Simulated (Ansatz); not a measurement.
Gas-phase electronic energies from Ansatz, PBE0-D4/def2-TZVP geometries. CBS: MP2 limit from def2 TZ/QZ plus the TZ coupled-cluster correction, frozen cores. DFT in def2-TZVPP. Each species was taken in one conformer, which may not be the lowest.

Consider the ligand exchange at the Si–C bond: `BCOC[SiH3]` + `NC(O)(O)F` → `NC(O)(F)O[SiH3]` + `BCOC`.

(1) Is it downhill or uphill in electronic energy at CCSD(T)/CBS, and by how much? (Best estimate.)

(2) What do these levels give: r2SCAN-D4, PBE0, HF/def2-TZVPP, SCS-MP2/def2-TZVPP, CCSD/def2-TZVPP, MP2/CBS(def2)? (Estimate.)

Largest T1 diagnostic among the species: 0.012.

## Answers

(1) Computed: Downhill: ΔE = -104.5 kJ/mol.

(2) Computed: r2SCAN-D4 -101.6, PBE0 -94.3, HF/def2-TZVPP -123.6, SCS-MP2/def2-TZVPP -111.3, CCSD/def2-TZVPP -106.9, MP2/CBS(def2) -108.3 kJ/mol.

In def2-TZVPP, CCSD(T) changes the Hartree–Fock value by +19.2 kJ/mol (the triples alone add +2.6 kJ/mol) and MP2 by +15.5 kJ/mol. From PBE to PBE0 (25 % exact exchange), in def2-TZVPP and without D4, ΔE moves by −5.9 kJ/mol.
